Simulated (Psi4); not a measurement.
Relaxed torsion scan: SMILES C([SiH3])CC=O (C3H8OSi). Scanned: dihedral C2–C3–C4–Si5; all other coordinates were relaxed at GFN2-xTB. Points at φ and −φ are mirror images.

Geometry of the scan point at 160° (Å):
```
13

O      0.8492     1.3118     1.2084
C      1.4830     0.6695     0.4208
C      0.9922    -0.5294    -0.3387
C     -0.4089    -0.9692     0.0727
Si    -1.2720    -2.0491    -1.2320
H      2.5307     0.9427     0.1740
H      1.0191    -0.2446    -1.3964
H      1.7177    -1.3373    -0.2175
H     -1.0040    -0.0715     0.2537
H     -0.3515    -1.4877     1.0306
H     -0.4701    -3.2521    -1.4732
H     -1.3745    -1.2885    -2.4803
H     -2.6012    -2.4215    -0.7519
```

Computed with DF-MP2 (frozen core)/cc-pVTZ // GFN2-xTB (Psi4).

Scanned values (°): -160, -140, -120, -100, -80, -60, -40, -20, 0, 20, 40, 60, 80, 100, 120, 140, 160, 180.

Problem. Locate the minima and the barriers on this grid.

Solution. Lower than their neighbours: -80° (0.7 kcal/mol), 80° (0.7 kcal/mol), 180° (0.0 kcal/mol). Higher than their neighbours: -120° (2.0 kcal/mol), 0° (3.4 kcal/mol), 120° (2.0 kcal/mol). The whole profile spans 3.4 kcal/mol.
